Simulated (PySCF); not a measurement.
Predicted microwave data (PBE0/pcSseg-1 in PySCF (dipole) on a GFN2-xTB geometry, gas phase) for one isomer of C4H14N2SSi2:

- Rotational constants: A = 1822, B = 575.7, C = 501.5 MHz
- Dipole components: |μa| = 2.58 D, |μb| = 0.83 D, |μc| = 0.82 D
- Inertial defect: -147.33 u·Å²
- κ: -0.89

Question: Which structure is it? (One computed conformer of each.)
A. `[CH3:1][NH:2][Si@@H:3]1[CH2:4][CH2:5][NH:6][Si@H:7]1[S:8][CH3:9]` with C1–N2–Si3–C4 171°, N6–Si7–S8–C9 -62°, N2–Si3–C4–C5 -89°, Si3–C4–C5–N6 -43°, C4–C5–N6–Si7 51°, C5–N6–Si7–S8 -151°
B. `[CH3:1][NH:2][Si@H:3]1[S:4][SiH2:5][CH2:6][CH2:7][N:8]1[CH3:9]` with C1–N2–Si3–S4 157°, N2–Si3–S4–Si5 96°, Si3–S4–Si5–C6 43°, S4–Si5–C6–C7 -12°, Si5–C6–C7–N8 -54°
C. `[CH3:1][NH:2][Si@@H:3]1[CH2:4][CH2:5][CH2:6][Si@@H:7]([SH:8])[NH:9]1` with C1–N2–Si3–C4 -61°, C6–Si7–S8–H 168°, N2–Si3–C4–C5 -160°, Si3–C4–C5–C6 68°, C4–C5–C6–Si7 -66°, C5–C6–Si7–S8 -77°

Answer: C. It is CN[Si@@H]1CCC[Si@@H](S)N1, an asymmetric top, point group C1. The candidates at the same level (rigid rotor, commonest isotopes):

```tsv
SMILES	A (MHz)	B (MHz)	C (MHz)	μa (D)	μb (D)	μc (D)	Δ (u·Å²)	point group	rotor
CN[Si@@H]1CCC[Si@@H](S)N1	1822	575.7	501.5	2.58	0.83	0.82	-147.33	C1	asymmetric top
CN[Si@@H]1CCN[Si@H]1SC	1453	642.4	510.3	1.65	1.22	1.60	-144.20	C1	asymmetric top
CN[Si@H]1S[SiH2]CCN1C	1395	841.2	620.7	1.28	2.23	0.92	-148.75	C1	asymmetric top
```

`CN[Si@@H]1CCN[Si@H]1SC` has A 20 % too low; `CN[Si@H]1S[SiH2]CCN1C` has B 46 % too high. No structure here is proved a minimum.
